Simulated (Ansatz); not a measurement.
```
atom    x (Å)    y (Å)    z (Å)
   C   1.0752   0.0000   0.1274
   C   0.0000   1.0752  -0.1274
   C  -1.0752   0.0000   0.1274
   C   0.0000  -1.0752  -0.1274
   H   1.4044   0.0000   1.1786
   H   1.9711   0.0000  -0.5125
   H   0.0000   1.4044  -1.1786
   H   0.0000   1.9711   0.5125
   H  -1.9711   0.0000  -0.5125
   H  -1.4044   0.0000   1.1786
   H   0.0000  -1.9711   0.5125
   H   0.0000  -1.4044  -1.1786
```

Basis set: def2-TZVP (spherical functions). Frozen core: 4 orbitals. Charge 0, multiplicity 1.

Computed with Ansatz (development build ahead of 0.2.0); each method stands on the lowest determinant of its kind that the runs found. Restricted open shells among the atoms or ions are ROHF, correlated in semicanonical orbitals with singles.

The atomization energy at this shape (free ground-state atoms in the same class of orbitals less the molecule, no zero-point energy) of singlet C4H8:

```csv
method,atomization energy
RHF-MP2,48.64 eV
```

What does RHF give?

38.14 eV.
